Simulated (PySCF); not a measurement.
Molecule: Be(Br)(I), SMILES [Br][Be][I]. Atoms near the plane z = 0.8 Å, at the B3LYP/def2-SVP optimised geometry (x, y, z in Å): Be1 (-0.1, 0.0, 0.0), Br2 (-2.1, 0.0, 0.0), I3 (2.1, 0.0, 0.0).

Method: B3LYP/def2-TZVP, def2 effective core potentials past Kr (PySCF 2.14.0). The core electrons that the potentials of I replace are not part of the density. The values are rescaled to run from 0 to 1.

```
|                               |
|                               |
|                               |
|                               |
|                               |
|                               |
|                               |
|                    ..:..      |
|      .::..       .:-===-:.    |
|    .:-===-:.    :-=+*##*+-.   |
|   .:=*##*+=-.  .-+*#%%%%#+:.  |
|   :=*%%%%#*+:..:+*#%@@@@%*=.  |
|  .-*%@@@@%%#=..=#%%%@@@@@#+:  |
|  .=#@@@@@@%%*:.+%%%%##%@@%*-. |
|  :+#@@@%%@@%*..+@@%*=-+%@%*-. |
|  :+#@@@#%@@@*. +@@%+--=#@%*=. |
|  :+#@@@%%@@%*..+@@%*=-+%@%*-. |
|  .=#@@@@@@%%*:.+%%%%##%@@%*-. |
|  .-*%@@@@%%#=..=#%%%@@@@@#+:  |
|   :=*%%%%#*+:..:+*#%@@@@%*=.  |
|   .:=*##*+=-.  .-+*#%%%%#+:.  |
|    .:-===-:.    :-=+*##*+-.   |
|      .::..       .:-===-:.    |
|                    ..:..      |
|                               |
|                               |
|                               |
|                               |
|                               |
|                               |
|                               |
```
Scale: ten equal steps from 0.000 (start of ' ') to 1.00 (end of '@'), in the order ' .:-=+*#%@'; x runs from -4.50 to 4.50, y from -4.50 (bottom) to 4.50 (top).

Which quantity is mapped?
A. deformation density (molecule minus spherical neutral atoms)
B. an orbital amplitude
C. electron localisation function
D. log10 of the electron density

C, electron localisation function
